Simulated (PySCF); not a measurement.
Vertical excitations of a molecule C₂H₁₁NSi₂ from TDA-M06-2X/def2-SVPD run with PySCF, as energy in eV (oscillator strength): 6.36 (0.016), 7.30 (0.010), 7.40 (0.127), 7.70 (0.026), 7.83 (0.078), 8.08 (0.027), 8.16 (0.009), 8.21 (0.001), 8.38 (0.046), 8.51 (0.012). Lowest triplet (TDA): 6.08 eV. Coordinates come from a PBE0-D3(BJ)/def2-SVP optimisation. Other conformers were not sampled.

Q: Pick the molecule that these values belong to.
(A) C[SiH2]N[SiH2]C
(B) CN[SiH2]C[SiH3]
(C) C[Si@@H](N)C[SiH3]
(D) C[SiH2]NC[SiH3]

A: A, C[SiH2]N[SiH2]C
